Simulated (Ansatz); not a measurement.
The standard entropy of AlNH2ClF (SMILES [NH2][Al]([F])[Cl]) from a frequency calculation

A singlet with charge 0, relaxed at PBE/def2-SVP (Ansatz 0.2.0):

```xyz
6

N    -0.1147    0.9925   -0.0275
Al    0.1525   -0.7469    0.0914
F     1.0586   -1.3673    1.3528
Cl   -0.6485   -2.0718   -1.3288
H     0.2492    1.6828    0.6319
H    -0.6549    1.4468   -0.7659
```

Harmonic wavenumbers in cm⁻¹: 168, 207, 238, 353, 355, 483, 644, 805, 917, 1467, 3515, 3609.

Masses in u: N 14.007, Al 26.982, F 18.998, Cl 35.45, H 1.008. Take T = 298.15 K, p = 1 bar, R = 8.3145 J/(mol K), kT/hc = 207.22 cm⁻¹, rigid rotor and harmonic oscillator.

Question: Compute the standard molar entropy.

Answer: 
1. Translation (Sackur–Tetrode): S = R[3/2 ln M + 5/2 ln T − 1.1517] with M = 97.453 gives 166.0 J/(mol K).
2. Rotation: principal moments 81.037, 164.818, 245.855 u Å² give A, B, C = 0.208, 0.1023, 0.0686 cm⁻¹; the symmetry number is σ = 1; q = (√π/σ)√((kT/hc)³/ABC) = 138386; S = R(ln q + 3/2) = 110.9.
3. Vibration: with u = ν̃/207.22, each mode gives R[u/(eᵘ − 1) − ln(1 − e⁻ᵘ)]; the sum is 42.1, most from 168 cm⁻¹ (10.3), 207 cm⁻¹ (8.7), 238 cm⁻¹ (7.6).
4. Spin: R ln 1 = 0.0.
5. Sum: 166.0 + 110.9 + 42.1 + 0.0 = 319.0 J/(mol K).

No measured value is set beside it here. Where a soft mode is a torsion, a harmonic oscillator describes it poorly.
